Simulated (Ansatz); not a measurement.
IPb, charge +1, singlet, at a GFN2-xTB geometry (such geometries of metal compounds can be far from the true shape) (core potentials on I, Pb); R2SCAN/def2-TZVP (Ansatz, an electronic-structure program).

Ansatz was given this input:
Ansatz 0.2 input:
```yaml
crystal:
  periodic: [false, false, false]
  atoms:
    - {symbol: Pb, position_ang: [-0.00000000, -0.00000000, -1.03909116]}
    - {symbol: I, position_ang: [0.00000000, 0.00000000, 1.60765047]}
basis:
  gaussian:
    orbitals: def2-TZVP
hamiltonian:
  xc: r2scan
total_charge: 1
accuracy: high
```

The log (banner, timings and long lists left out):

```
Functional definition: r2SCAN
1696 factors; integrals over basis functions are off by at most 3.1e-9 eV
mean field evaluation 1: about -13345.2343 eV, gradient 3.7e1 eV
mean field evaluation 2: about -13267.9239 eV, gradient 1.3e2 eV
mean field evaluation 4: about -13349.1849 eV, gradient 1.2e1 eV
mean field evaluation 8: about -13349.5478 eV, gradient 1.9e-1 eV
mean field evaluation 16: about -13349.5478 eV, gradient 4.4e-6 eV
mean field -13349.54782419 eV, -490.5868338906 hartree, gradient 1.8e-8 eV, S^2 0.000000; 0 other end points of the search recorded, 0 dependent functions left out
reference -13349.54782489 eV, -490.5868339164 hartree; 23, 23 occupied and 77, 77 virtual orbitals, 1696 factors
Total energy: -13349.54782489 eV, -490.5868339164 hartree
```
